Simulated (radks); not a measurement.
The numbers below are computed, except where a source is named.
All-electron atom: Gd II in [Xe] 4f7 5d1 6s1 (the NIST ground configuration). Code: a radial shooting solver on a logarithmic mesh with Libxc functionals. Model: Dirac Kohn-Sham, PBE, spin-unpolarised, spherical densities, finite nucleus; open shells are shared between the two j in proportion to 2j + 1; Fermi nuclear charge, rms radius 5.1569 fm. Some entries of the table are withheld. Estimate them.

orbital,occ.,eigenvalue (eV),<r> (bohr),<1/r> (bohr^-1)
1s1/2,2,-50048.73,0.02191,71.65
2s1/2,2,-8265.079,0.09275,17.09
2p1/2,2,-7848.916,0.07746,17.07
2p3/2,4,-7153.078,0.08430,15.09
3s1/2,2,-1837.217,0.2440,6.231
3p1/2,2,-1656.750,0.2336,6.146
3p3/2,4,-1514.009,0.2467,5.643
3d3/2,4,(1),0.2187,5.521
3d5/2,6,(2),0.2228,5.396
4s1/2,2,-375.1247,0.5528,2.604
4p1/2,2,-304.8373,(3),2.498
4p3/2,4,-273.0689,(4),2.328
4d3/2,4,-157.2352,0.6300,(5)
4d5/2,6,-151.4905,0.6404,(6)
5s1/2,2,-55.9822,1.333,1.000
5p1/2,2,-36.6539,1.494,0.8832
5p3/2,4,-32.3003,1.588,0.8225
4f5/2,3,(7),0.8579,1.533
4f7/2,4,(8),0.8705,1.514
6s1/2,1,-9.2726,3.663,0.3441
5d3/2,0.4,-8.5891,2.522,0.5179
5d5/2,0.6,-8.2763,2.588,0.5040

Answer. 
(1) 3d3/2 eigenvalue (eV): -1202.215
(2) 3d5/2 eigenvalue (eV): -1171.118
(3) 4p1/2 <r> (bohr): 0.5647
(4) 4p3/2 <r> (bohr): 0.5942
(5) 4d3/2 <1/r> (bohr^-1): 2.110
(6) 4d5/2 <1/r> (bohr^-1): 2.068
(7) 4f5/2 eigenvalue (eV): -15.4356
(8) 4f7/2 eigenvalue (eV): -14.6795
